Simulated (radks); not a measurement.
Species: Lu XVI. Configuration: [Kr] 4d10 4f10.

Calculated with a radial shooting solver on a logarithmic mesh with Libxc functionals: Dirac Kohn-Sham, PBE, spin-unpolarised, spherical densities, finite nucleus; open shells fill j = l - 1/2 first; Fermi nuclear charge, rms radius 5.37 fm.

Energy parts (hartree):
total: -14501.3578
kinetic: 16165.2926
electron-nucleus: -35371.0027
Hartree: 4994.5952
exchange-correlation: -290.2430

Orbitals (lengths in bohr, moments of r in powers of bohr):
orbital  occ.  eigenvalue (hartree)       <r^4>
1s1/2       2             -2332.799   7.075e-07
2s1/2       2             -406.9542   0.0001076
2p1/2       2             -389.0527  0.00006530
2p3/2       4             -347.9751  0.00009200
3s1/2       2             -101.5733    0.004017
3p1/2       2             -93.63893    0.003572
3p3/2       4             -84.87094    0.004604
3d3/2       4             -71.38138    0.003175
3d5/2       6             -69.46664    0.003432
4s1/2       2             -29.62890     0.09222
4p1/2       2             -26.37703      0.1005
4p3/2       4             -24.32478      0.1275
4d3/2       4             -18.94473      0.1570
4d5/2       6             -18.55781      0.1684
5s1/2       0             -12.19114       1.591
4f5/2       6             -11.81283      0.2759
4f7/2       4             -11.73735      0.2845
5p1/2       0             -11.01375       1.930
5p3/2       0             -10.50600       2.308

The highest occupied level is 4f7/2 at -319.39 eV. The configuration is held as typed, so some empty levels lie below it. For comparison, the ionisation energy in NIST's Atomic Spectra Database is 361 eV (theoretical). In exact Kohn-Sham theory the highest level is minus the ionisation energy, but local and semilocal functionals leave it too shallow, through self-interaction and a potential that decays too fast; potentials with the right tail come closer. Summed over all electrons, <r^2> = 10.24 bohr^2, which gives a Langevin (diamagnetic) susceptibility term of -8.11 x 10^-6 cm^3/mol. The density falls to 0.001 e/bohr^3 at r = 1.77 bohr. The electron density at the nucleus is 1.11e+06 e/bohr^3.

Beside tabulated values, note that spin-unpolarised runs miss the spin-polarisation part of the exchange energy of open shells.
